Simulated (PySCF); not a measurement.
C4H5O2S (charge -1).
SMILES with atom numbers: `[CH3:1][S:2]/[CH:3]=[CH:4]\[C:5](=[O:6])[O-:7]` (hydrogens: H8, H9, H10 on C1; H11 on C3; H12 on C4)

Geometry (GFN2-xTB, Å), atoms numbered from 1 in this order:
```xyz
12
C4H5O2S angstrom
C      2.2795    0.3877   -0.0181
S      0.4912    0.9012   -0.3522
C     -0.1933   -0.5876    0.2301
C     -1.5115   -0.7553    0.2145
C     -2.3140    0.3970   -0.3142
O     -3.5464    0.3297   -0.3524
O     -1.5926    1.3712   -0.6849
H      2.5309   -0.5102   -0.5756
H      2.4401    0.2254    1.0441
H      2.9040    1.2081   -0.3558
H      0.5212   -1.3163    0.5824
H     -2.0080   -1.6515    0.5560
```

Four sets of settings were typed for PySCF runs (density fitting) on one GFN2-xTB geometry. Runs with no stated cap are allowed at least 80 cycles.

**Question.** One run ended without self-consistency. Which?
A. WP04/6-311+G(2d,p), at most 92 cycles
B. PBE0/6-31G, grid level 4, level shift 0.2 Eh
C. PBE0/6-31G, start guess random, at most 80 cycles
D. PBE0/pcSseg-1, fitting basis def2-qzvpp-jkfit

**Answer.** C. The SCF did not converge in 80 cycles: the last printed gradient is 9.1e+00 and the last change of energy -5.1e-02 Eh. Go back to the default start guess; if that fails, try a level shift or a second-order solver. Its energy and orbitals aren't self-consistent and shouldn't be used.

The end of its output:
```
cycle  75  E = -636.0608488167  dE = -8.434e+01  |g| = 9.155e+00  |ddm| = 1.103e+02
cycle  76  E = -635.7593649050  dE =  3.015e-01  |g| = 9.122e+00  |ddm| = 8.270e-01
cycle  77  E = -634.0330748703  dE =  1.726e+00  |g| = 9.146e+00  |ddm| = 2.075e+00
cycle  78  E = -635.3163728503  dE = -1.283e+00  |g| = 9.086e+00  |ddm| = 1.450e+00
cycle  79  E = -634.6489321068  dE =  6.674e-01  |g| = 9.105e+00  |ddm| = 1.559e+00
cycle  80  E = -634.7003708599  dE = -5.144e-02  |g| = 9.099e+00  |ddm| = 4.257e-01
SCF not converged, last energy = -634.7003708599
```

The others met their thresholds:

```csv
settings,basis functions,SCF cycles,E (Eh),HOMO (eV),LUMO (eV)
"WP04/6-311+G(2d,p), at most 92 cycles",227,13,-714.8116,-2.81,1.86
"PBE0/pcSseg-1, fitting basis def2-qzvpp-jkfit",151,12,-703.5704,-1.53,4.06
"PBE0/6-31G, grid level 4, level shift 0.2 Eh",77,14,-703.4545,-1.05,4.44
```

All basis functions are spherical, in the Pople sets too. WP04 was designed for NMR shieldings or shifts; total energies of different functionals aren't comparable.
